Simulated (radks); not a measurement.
All-electron atom: Te17+ in [Ar] 3d10 4s2 4p5.

Calculated with a radial shooting solver on a logarithmic mesh with Libxc functionals: Dirac Kohn-Sham, BLYP, spin-unpolarised, spherical densities, finite nucleus; open shells fill j = l - 1/2 first; Fermi nuclear charge, rms radius 4.7423 fm.

Energy parts (eV):
part                       energy
total                 -181929.697
kinetic                192605.180
electron-nucleus      -426529.173
Hartree                 56387.070
exchange-correlation    -4392.773

Orbitals (lengths in bohr, moments of r in powers of bohr; r(max) is where P^2 peaks):
\begin{tabular}{lrrrrrrr}
orbital & occ. & eigenvalue (eV) & r(max) & <r^2> & <r^4> & <r> & small-component weight \\ \hline
1s1/2 & 2 & -32048.59 & 0.01793 & 0.001048 & 2.872e-06 & 0.02781 & 3.66e-02 \\
2s1/2 & 2 & -5284.342 & 0.1015 & 0.01685 & 0.0004897 & 0.1193 & 7.81e-03 \\
2p1/2 & 2 & -4980.243 & 0.07792 & 0.01248 & 0.0003134 & 0.1007 & 7.84e-03 \\
2p3/2 & 4 & -4705.368 & 0.08262 & 0.01377 & 0.0003733 & 0.1063 & 7.45e-03 \\
3s1/2 & 2 & -1383.502 & 0.2917 & 0.1168 & 0.02070 & 0.3196 & 2.33e-03 \\
3p1/2 & 2 & -1258.843 & 0.2779 & 0.1113 & 0.01968 & 0.3096 & 2.27e-03 \\
3p3/2 & 4 & -1206.675 & 0.2883 & 0.1192 & 0.02245 & 0.3207 & 2.17e-03 \\
3d3/2 & 4 & -988.2331 & 0.2340 & 0.09969 & 0.01798 & 0.2904 & 2.06e-03 \\
3d5/2 & 6 & -977.1939 & 0.2369 & 0.1019 & 0.01873 & 0.2939 & 2.03e-03 \\
4s1/2 & 2 & -537.2005 & 0.6697 & 0.5504 & 0.4260 & 0.7002 & 8.01e-04 \\
4p1/2 & 2 & -490.6520 & 0.6795 & 0.5763 & 0.4749 & 0.7143 & 7.58e-04 \\
4p3/2 & 3 & -477.6618 & 0.6985 & 0.6061 & 0.5241 & 0.7328 & 7.33e-04 \\
\end{tabular}

The highest occupied level is 4p3/2 at -477.66 eV. The density falls to 0.001 e/bohr^3 at r = 1.70 bohr.
